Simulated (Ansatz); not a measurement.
The same path of ClH3O3Sn + H2 (10 atoms, charge 0, multiplicity 1) was run twice with different band settings. Lost on the way: Sn1–Cl2, H9–H10. Made: Sn1–H9, Cl2–H10.

These are results of RKS PBE-D4/def2-SVP in Ansatz, not measurements.

Relaxed end points:

```xyz
10
Properties=species:S:1:pos:R:3
Sn -0.037 -0.567 -0.096
Cl 0.333 -0.842 2.228
O 1.560 -1.243 -1.070
H 2.348 -1.123 -0.500
O -0.311 1.350 -0.569
H -1.208 1.622 -0.289
O -1.686 -1.531 -0.660
H -1.666 -2.438 -0.293
H 0.645 2.826 1.119
H 0.896 3.262 1.702
```

```xyz
10
Properties=species:S:1:pos:R:3
Sn 0.588 0.522 -0.126
Cl -0.710 0.767 3.164
O 1.660 -0.330 -1.588
H 1.560 -1.301 -1.523
O -0.982 1.396 -0.997
H -0.904 1.277 -1.965
O -0.221 -1.055 0.904
H -1.111 -1.230 0.534
H 1.532 1.521 0.884
H -0.539 -0.251 2.286
```

Common settings: movable images 9; climbing image yes; spring 5.0 eV/Å²; optimiser quadratic models (default); start path through a guess of the saddle point; iteration limit 60; end points relaxed.

| run | force threshold |
| --- | --- |
| 1 | 0.05 eV/Å |
| 2 | 0.2 eV/Å |

Q: What does each run give, and how far can it be trusted?

A: Run 1: converged after 21 iterations, highest image 1.433 eV above the first end. A vibrational analysis at the climbing image gives one clearly imaginary mode, 861i cm⁻¹: a first-order saddle point.
Run 2: converged after 15 iterations, highest image 1.435 eV above the first end. The threshold of 0.2 eV/Å is loose, so the images may lie well off the minimum-energy path. Another band between the same ends (9 images) ends at a top of the same energy, where a vibrational analysis finds 1 clearly imaginary mode.
The orbitals stay closed-shell, which can raise the energy where a bond breaks towards radicals; this wasn't checked here.
